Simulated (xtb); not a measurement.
O₂Ti, charge +1, doublet, from a rough starting geometry (GFN-xTB shapes and energies of metal compounds can be far from the true ones) (the multiplicity is a formal guess); GFN2-xTB (xtb).

xtb was given this input:
```
$ xtb mol.xyz --gfn 2 --chrg 1 --uhf 1 --opt vtight --json

# file mol.xyz
3

Ti     0.03519271     0.00357761    -0.00912144
O      1.23146893     0.21318815    -1.07030039
O     -1.24091474    -0.22062553     1.04466074
```

Output, abridged:

```
   ID    Z sym.   atoms
    1   22 Ti     1
    2    8 O      2, 3

           -------------------------------------------------
          |                Calculation Setup                |
           -------------------------------------------------

           -------------------------------------------------
          |                 G F N 2 - x T B                 |
           -------------------------------------------------

          ...................................................
          :                      SETUP                      :
          :.................................................:
          :  # basis functions                  18          :
          :  # atomic orbitals                  17          :
          :  # shells                            7          :
          :  # electrons                        15          :
          :  max. iterations                   250          :
          :  Hamiltonian                  GFN2-xTB          :
          :  restarted?                      false          :
          :  GBSA solvation                  false          :
          :  PC potential                    false          :
          :  electronic temp.          300.0000000     K    :
          :  accuracy                    1.0000000          :
          :  -> integral cutoff          0.2500000E+02      :
          :  -> integral neglect         0.1000000E-07      :
          :  -> SCF convergence          0.1000000E-05 Eh   :
          :  -> wf. convergence          0.1000000E-03 e    :
          :  Broyden damping             0.4000000          :
          :  net charge                          1          :
          :  unpaired electrons                  1          :
          ...................................................

 iter      E             dE          RMSdq      gap      omega  full diag
   1     -9.0494440 -0.904944E+01  0.258E+01    1.07       0.0  T
   2     -9.0730992 -0.236552E-01  0.136E+01    2.05       1.0  T
   3     -8.6873123  0.385787E+00  0.945E+00    0.78       1.0  T
   4     -8.8444221 -0.157110E+00  0.715E+00    1.18       1.0  T
   5     -9.0875020 -0.243080E+00  0.202E+00    1.54       1.0  T
   6     -9.0897654 -0.226348E-02  0.789E-01    1.39       1.0  T
   7     -9.0899803 -0.214875E-03  0.254E-01    1.32       1.0  T
   8     -9.0900113 -0.309442E-04  0.769E-02    1.31       1.0  T
   9     -9.0900112  0.955512E-07  0.722E-02    1.31       1.0  T
[...]
 * total energy  :    -9.0702966 Eh     change       -0.3969076E-02 Eh
 * total energy  :    -9.0715712 Eh     change       -0.1274606E-02 Eh
 * total energy  :    -9.0719343 Eh     change       -0.3630809E-03 Eh
 * total energy  :    -9.0721246 Eh     change       -0.1902749E-03 Eh
 * total energy  :    -9.0714013 Eh     change        0.7232772E-03 Eh
 * total energy  :    -9.0722951 Eh     change       -0.8937984E-03 Eh
 * total energy  :    -9.0723498 Eh     change       -0.5468323E-04 Eh
 * total energy  :    -9.0723644 Eh     change       -0.1456482E-04 Eh
 * total energy  :    -9.0723883 Eh     change       -0.2393205E-04 Eh
 * total energy  :    -9.0723907 Eh     change       -0.2368295E-05 Eh
 * total energy  :    -9.0723922 Eh     change       -0.1545203E-05 Eh
 * total energy  :    -9.0723922 Eh     change       -0.7907277E-08 Eh
   *** GEOMETRY OPTIMIZATION CONVERGED AFTER 26 ITERATIONS ***
         :: total energy              -9.072392222565 Eh    ::
[...]
        13                         -0.4866782             -13.2432
        14                         -0.4509860             -12.2720
        15                         -0.3293683              -8.9626
        16                          0.0148650               0.4045
        17                          0.0749385               2.0392
      -------------------------------------------------------------
                  HL-Gap            0.0777500 Eh            2.1157 eV
             Fermi-level           -0.7075814 Eh          -19.2543 eV

     #   Z          covCN         q      C6AA      α(0)
     1  22 Ti       1.454     1.433   193.062    34.020
     2   8 O        0.727    -0.216    18.379     5.745
     3   8 O        0.727    -0.216    18.379     5.745

 Mol. C6AA /au·bohr⁶  :        477.283808
 Mol. C8AA /au·bohr⁸  :      34692.258173
 Mol. α(0) /au        :         45.509310

Wiberg/Mayer (AO) data.
largest (>0.10) Wiberg bond orders for each atom

 ---------------------------------------------------------------------------
     #   Z sym  total        # sym  WBO       # sym  WBO       # sym  WBO
 ---------------------------------------------------------------------------
     1  22 Ti   3.614 --     2 O    1.807     3 O    1.807
     2   8 O    2.331 --     1 Ti   1.807     3 O    0.524
     3   8 O    2.331 --     1 Ti   1.807     2 O    0.524
 ---------------------------------------------------------------------------

Topologies differ in total number of bonds
Writing topology from bond orders to xtbtopo.mol

molecular dipole:
                 x           y           z       tot (Debye)
 q only:        1.503       0.282       1.759
   full:        2.630       0.498       3.109      10.428
molecular quadrupole (traceless):
                xx          xy          yy          xz          yz          zz
 q only:       -0.427      -0.033      -0.161       3.618       0.651       0.587
  q+dip:       -0.232       0.345      -1.842       7.709       1.410       2.075
   full:       -1.115      -0.162      -0.029       7.841       1.412       1.143

optimized geometry written to: xtbopt.xyz

           -------------------------------------------------
          | TOTAL ENERGY               -9.072392222565 Eh   |
          | GRADIENT NORM               0.000038738443 Eh/α |
          | HOMO-LUMO GAP               2.115684504120 eV   |
           -------------------------------------------------

normal termination of xtb
```
